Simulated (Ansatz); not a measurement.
Mulliken charges of `B[O][AlH][NH2]` from B3LYP/def2-TZVPP in Ansatz (PBE0-D4/def2-TZVP geometry).

```tsv
atom	x (Å)	y (Å)	z (Å)	charge (e)
B1	-1.965	0.694	0.565	0.114
O2	-0.698	0.293	0.495	-0.283
Al3	0.907	-0.220	0.427	0.478
N4	1.570	-0.661	-1.141	-0.420
H5	-2.228	1.866	0.452	-0.014
H6	-2.841	-0.116	0.738	-0.014
H7	1.757	-0.290	1.745	-0.128
H8	1.072	-0.635	-2.015	0.136
H9	2.515	-0.977	-1.283	0.132
```

Problem. By hand: the dipole of these point charges (1 e Å = 4.8032 D).

Solution. Σ q r = (0.072, -0.034, -0.076) e Å, of length 0.110 e Å = 0.53 D.

Problem. How does the dipole of the full density compare? (Best estimate.)

Solution. Computed: (0.328, -0.139, -0.243) e Å, 2.07 D; the point charges give 0.26 times that, at 10° from its direction.

Point charges leave out the atoms' own dipoles, such as those of lone pairs, and Mulliken's split depends on the basis, so the two needn't agree.

B3LYP here is the variant with VWN-RPA as its local correlation; programs differ in this.
